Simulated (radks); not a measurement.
Question: Species: Tl+. Configuration: [Xe] 4f12.5 5d10 6s2 6p1.5 (fractional occupations, a model configuration). All-electron calculation, Dirac Kohn-Sham, BLYP, spin-unpolarised, spherical densities, finite nucleus; open shells fill j = l - 1/2 first; Fermi nuclear charge, rms radius 5.4759 fm. Program: a radial shooting solver on a logarithmic mesh with Libxc functionals.

Spin-orbit splittings of the eigenvalues, e(l+1/2) - e(l-1/2), with zeta = 2 splitting/(2l+1) and mean radii in bohr:

shell  occ.  splitting (eV)  zeta (eV)  <r> j=l-1/2  <r> j=l+1/2
2p        6            2066       1377      0.05589      0.06469
3p        6           459.1      306.1       0.1674       0.1835
3d       10               ?          ?       0.1595       0.1644
4p        6           112.9      75.30       0.3915       0.4252
4d       10           21.23      8.493       0.4298       0.4406
4f     12.5           4.806      1.373       0.4532       0.4591
5p        6           21.82      14.54       0.9171        1.005
5d       10           2.647      1.059        1.256        1.300
6p      1.5           1.879      1.253        2.738        3.070

Estimate the 3d splitting.

Answer: 98.02 eV (zeta = 39.21 eV).
